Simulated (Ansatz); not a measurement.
Two members of one family (AlN nanocrystals, H-capped) that differ in charge, which shifts all levels, computed with Ansatz in the gas phase. The two geometries come from different levels. Levels of anions in sets without diffuse functions are rough. The structures are stationary points that may keep the symmetry of their start.

First: Al3N3H12, cut from zinc blende, rod (singlet, charge 0, r2SCAN-D4/def2-SVP geometry).

```xyz
18

Al    1.249    1.520    0.399
Al   -1.699    0.383   -0.991
Al    0.071   -1.636    1.155
N     1.537   -0.362    0.876
N    -1.078   -1.385   -0.415
N    -0.060    1.459   -1.060
H     2.622    2.042   -0.242
H     0.577    2.252    1.643
H    -2.208    0.224   -2.503
H    -2.640    0.977    0.147
H     0.708   -3.101    1.032
H    -0.743   -1.187    2.447
H     2.235   -0.774    0.247
H     2.026   -0.328    1.779
H    -0.692   -1.898   -1.215
H    -1.937   -1.907   -0.198
H     0.424    1.292   -1.950
H    -0.390    2.429   -1.152
```

```
              level  HOMO (eV)  LUMO (eV)  gap (eV)
    PBE-D4/def2-SVP      -6.46      -0.62      5.83
   PBE-D4/def2-TZVP      -6.51      -0.99      5.52
  BLYP-D4/def2-TZVP      -6.43      -0.94      5.49
r2SCAN-D4/def2-TZVP      -6.83      -0.52      6.31
   PBE0-D4/def2-SVP      -7.75       0.23      7.97
```

Second: Al5N4H16⁻, cut from zinc blende (singlet, charge -1, PBE-D4/def2-SVP geometry).

```
atom   x (Å)   y (Å)   z (Å)
 Al1  -1.257  -1.619   1.356
 Al2   0.125   1.202   1.873
 Al3   1.679  -0.971   0.026
 Al4  -0.940  -1.094  -1.964
 Al5   0.533   1.700  -1.412
  N6   0.428  -0.669   1.488
  N7  -1.975  -0.831  -0.305
  N8   1.114   2.125   0.431
  N9   0.729  -0.223  -1.500
 H10  -2.232  -1.221   2.596
 H11  -1.074  -3.208   1.117
 H12  -1.423   1.614   1.621
 H13   0.786   1.618   3.296
 H14   2.025  -2.537  -0.174
 H15   3.007  -0.041   0.303
 H16  -0.771  -2.687  -2.186
 H17  -1.683  -0.311  -3.179
 H18   1.557   2.423  -2.447
 H19  -1.020   2.159  -1.458
 H20   0.904  -1.050   2.325
 H21  -2.927  -1.198  -0.456
 H22  -2.112   0.184  -0.144
 H23   2.118   1.883   0.518
 H24   1.049   3.144   0.577
 H25   1.360  -0.394  -2.302
```

**Question.** Estimate the same table for the second.

**Answer.** 
```csv
level,HOMO (eV),LUMO (eV),gap (eV)
PBE-D4/def2-SVP,-2.59,2.86,5.44
PBE-D4/def2-TZVP,-2.71,2.39,5.10
BLYP-D4/def2-TZVP,-2.63,2.50,5.13
r2SCAN-D4/def2-TZVP,-3.02,2.84,5.86
PBE0-D4/def2-SVP,-3.85,3.64,7.49
```
